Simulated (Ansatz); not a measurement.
Mulliken charges of CH5FNNbS, SMILES `[CH3][Nb]([NH2])([F])=[S]` from B3LYP/def2-TZVPP in Ansatz (PBE0-D4/def2-TZVP geometry).

| atom | x (Å) | y (Å) | z (Å) | charge (e) |
| --- | --- | --- | --- | --- |
| C1 | -1.355 | -0.747 | -0.080 | -0.478 |
| Nb2 | 0.309 | 0.502 | -0.576 | 1.178 |
| N3 | 1.589 | 0.255 | 0.868 | -0.545 |
| F4 | 0.909 | -0.019 | -2.269 | -0.397 |
| S5 | -0.431 | 2.505 | -0.442 | -0.416 |
| H6 | -1.795 | -0.485 | 0.884 | 0.116 |
| H7 | -1.028 | -1.793 | -0.051 | 0.096 |
| H8 | -2.124 | -0.638 | -0.852 | 0.115 |
| H9 | 1.824 | 0.928 | 1.583 | 0.177 |
| H10 | 2.185 | -0.560 | 0.938 | 0.153 |

By hand: the dipole of these point charges (1 e Å = 4.8032 D).

Σ q r = (0.070, -0.448, 0.395) e Å, of length 0.601 e Å = 2.89 D.

How does the dipole of the full density compare? (An estimate is asked.)

The calculation gave: (0.329, -0.500, 0.456) e Å, 3.61 D; the point charges give 0.80 times that, at 19° from its direction.

Point charges leave out the atoms' own dipoles, such as those of lone pairs, and Mulliken's split depends on the basis, so the two needn't agree.

B3LYP here is the variant with VWN-RPA as its local correlation; programs differ in this.
